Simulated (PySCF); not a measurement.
BH7N2Si.
SMILES with atom numbers: `[BH2:1][NH:2][SiH2:3][NH2:4]` (hydrogens: H5, H6 on B1; H7 on N2; H8, H9 on Si3; H10, H11 on N4)

Geometry (PBE0-D3(BJ)/def2-SVP, Å), atoms numbered from 1 in this order:
```xyz
11
BH7N2Si angstrom
B      2.0433    0.1412   -0.4860
N      0.8763    0.2348    0.2834
Si    -0.6479   -0.6072    0.0284
N     -1.9384    0.5332    0.0470
H      3.0207    0.7858   -0.1752
H      2.0570   -0.5828   -1.4566
H      0.8991    0.8662    1.0807
H     -0.9549   -1.5446    1.1504
H     -0.4423   -1.3716   -1.2362
H     -2.8241    0.2953    0.4761
H     -2.0523    1.2228   -0.6866
```

All values: CAM-B3LYP/def2-SVPD (PySCF, non-relativistic), on one gas-phase PBE0-D3(BJ)/def2-SVP geometry that isn't relaxed in the solvent. The solvent is an IEF-PCM continuum (van der Waals radii × 1.2), and excitations are vertical TDDFT with non-equilibrium linear response and a frozen core. Specific hydrogen bonds and non-electrostatic terms are outside this model.

Gas-phase singlets (H = HOMO, L = LUMO):

```tsv
state	E (eV)	λ (nm)	f	leading configurations
S1	6.662	186	0.037	H→L 61%, H→L+1 25%
S2	6.841	181	0.001	H-2→L 40%, H-2→L+1 33%
S3	7.430	167	0.045	H→L+1 58%, H→L 20%
S4	7.722	161	0.111	H→L+2 49%, H-1→L 11%
S5	7.891	157	0.173	H-1→L+1 35%, H-1→L 27%
```

Task: Give the list for methanol (ε = 32.61), n² = 1.77.

Result: 
| state | E (eV) | λ (nm) | f | leading configurations | change by rank (eV) |
| --- | --- | --- | --- | --- | --- |
| S1 | 6.782 | 183 | 0.046 | H→L+1 44%, H→L+2 27% | +0.120 |
| S2 | 6.856 | 181 | 0.006 | H-2→L 78% | +0.015 |
| S3 | 7.251 | 171 | 0.065 | H→L 68%, H→L+1 15% | -0.179 |
| S4 | 7.641 | 162 | 0.184 | H→L+2 28%, H→L+3 26% | -0.081 |
| S5 | 7.726 | 160 | 0.148 | H-1→L 57%, H→L 10% | -0.165 |

Task: The ground-state energy changes by -0.168 eV from gas to methanol. By how much does the total energy of gas-phase S3 change?

Result: E(S3) = E(S0) + excitation energy, so it changes by -0.168 − 0.179 = -0.347 eV: it is lowered more than the ground state, which is what a red shift means. This is the vertical state, with the slow part of the continuum still set for S0.

Task: How do the frontier levels move from gas to methanol?

Result: 
```json
{"orbital": "LUMO+2", "gas (eV)": "1.48", "solvent (eV)": "1.58", "change (eV)": "+0.10"}
{"orbital": "LUMO+1", "gas (eV)": "1.11", "solvent (eV)": "1.31", "change (eV)": "+0.20"}
{"orbital": "LUMO", "gas (eV)": "0.97", "solvent (eV)": "0.95", "change (eV)": "-0.02"}
{"orbital": "HOMO", "gas (eV)": "-9.12", "solvent (eV)": "-8.92", "change (eV)": "+0.20"}
{"orbital": "HOMO-1", "gas (eV)": "-9.97", "solvent (eV)": "-9.90", "change (eV)": "+0.07"}
{"orbital": "HOMO-2", "gas (eV)": "-10.20", "solvent (eV)": "-10.29", "change (eV)": "-0.09"}
{"orbital": "HOMO-3", "gas (eV)": "-11.31", "solvent (eV)": "-11.22", "change (eV)": "+0.09"}
```

The HOMO–LUMO gap goes from 10.09 to 9.87 eV. Rows go by rank; for LUMO, LUMO+1 and LUMO+2 the atom shares or the degeneracy differ between the runs, so the row needn't follow one orbital.
